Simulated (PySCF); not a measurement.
Ge(CF3)4, SMILES F[C](F)([Ge]([C](F)(F)F)([C](F)(F)F)[C](F)(F)F)F at its GFN2-xTB optimised geometry (Å):

```
17

F     -2.5732    -1.7784     1.7140
C     -1.2429    -1.7486     1.7001
F     -0.8281    -1.1190     2.7968
F     -0.7985    -3.0022     1.7474
Ge    -0.5492    -0.7848     0.0000
C      1.5247    -0.7848     0.0000
F      1.9974    -2.0273    -0.0610
F      1.9920    -0.2163     1.1090
F      1.9951    -0.1089    -1.0455
C     -1.2524    -1.7570    -1.6923
F     -0.8378    -1.1388    -2.7950
F     -2.5828    -1.7790    -1.7009
F     -0.8156    -3.0133    -1.7309
C     -1.2335     1.1732     0.0000
F     -1.9547     1.4198    -1.0907
F     -0.2135     2.0273     0.0264
F     -1.9974     1.4044     1.0647
```

Computed with PySCF with CAM-B3LYP/def2-SVP. Cells within 0.4 Å of a nucleus heavier than hydrogen are left out (blank, or x).

Map of the deformation density (molecule minus spherical neutral atoms) (e/bohr³) on the plane z = 0.8 Å:

```
|22222222222222222222222222222|
|22222222222222222222222222222|
|22222222222222222222222222222|
|22222222222222222222222222222|
|22222222222233222222222222222|
|22222222222233222222222222222|
|22222333222223322222222222222|
|22223333221223332222222222222|
|22223334421113333222222222222|
|22223349x21012233222222222222|
|2222334xx22001222222222222222|
|22223334231011222222333322222|
|22222322111222222222333332222|
|22222222112222222223443332222|
|22222222222222122113x74332222|
|22222222222222222122x44322222|
|22222222223332222115332222222|
|22223222225653222101112222222|
|22223322136864222100012222222|
|22223332126753222111122222222|
|22223332113432222222233322222|
|22223322111112222223333332222|
|22223322211122222223333222222|
|22222222222222222223222222222|
|22222222222333322222222222222|
|22222222223333322222222222222|
|22222222223322222222222222222|
|22222222222222222222222222222|
|22222222222222222222222222222|
```
Scale: ten equal steps from -0.022 (start of '0') to 0.052 (end of '9'), in the order '0123456789'; x runs from -4.50 to 4.50, y from -4.50 (bottom) to 4.50 (top).
